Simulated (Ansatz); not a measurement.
Isolated molecules relaxed with PBE0-D4/def2-TZVP in Ansatz; ΔE leaves out vibrations. CCSD(T)/CBS adds triple-zeta CCSD(T) − MP2 to the extrapolated MP2 energy (def2 sets, frozen cores). This one scheme is used for every species. Functionals use def2-TZVPP. B3LYP here is the variant with VWN-RPA as its local correlation; programs differ in this. For Se outer-core shells are correlated without core-valence functions, which leaves a few kJ/mol of doubt a bond. Scalar relativity is left out up to krypton. One conformer a species, not always the lowest.

Consider the ligand exchange at the Al–C bond: `C#[C][Al]([OH])[OH]` + H₂Se → `[OH][Al]([OH])[SeH]` + `C#C`.

(1) Is it downhill or uphill in electronic energy at CCSD(T)/CBS, and by how much? (An estimate is asked.)

(2) What do these levels give: LDA (SPW92), r2SCAN-D4, B97M-V, PBE0-D4, B3LYP-D4, r2SCANh-D4, ωB97X-V, r2SCANh, CCSD(T)/def2-SVP, MP2/def2-TZVPP, MP2/def2-QZVPP, SCS-MP2/def2-QZVPP? (Best estimate.)

Largest T1 diagnostic among the species: 0.013.

## Answers

(1) Ansatz gave: Downhill: ΔE = -51.8 kJ/mol.

(2) Computed: LDA (SPW92) -51.9, r2SCAN-D4 -50.0, B97M-V -39.9, PBE0-D4 -53.1, B3LYP-D4 -47.1, r2SCANh-D4 -51.0, ωB97X-V -48.5, r2SCANh -50.9, CCSD(T)/def2-SVP -40.7, MP2/def2-TZVPP -50.3, MP2/def2-QZVPP -53.1, SCS-MP2/def2-QZVPP -49.4 kJ/mol.

From BLYP to BHLYP (50 % exact exchange), in def2-TZVPP and without D4, ΔE moves by −4.9 kJ/mol. At CCSD(T), def2-SVP lies +11.1 kJ/mol from the extrapolated value and def2-TZVPP +5.0 kJ/mol. Leaving LDA and LC-ωPBE aside and taking each functional with its dispersion term where it has one, the values, not all of them listed here, spread over 13.2 kJ/mol, from HSE06-D4 to B97M-V.
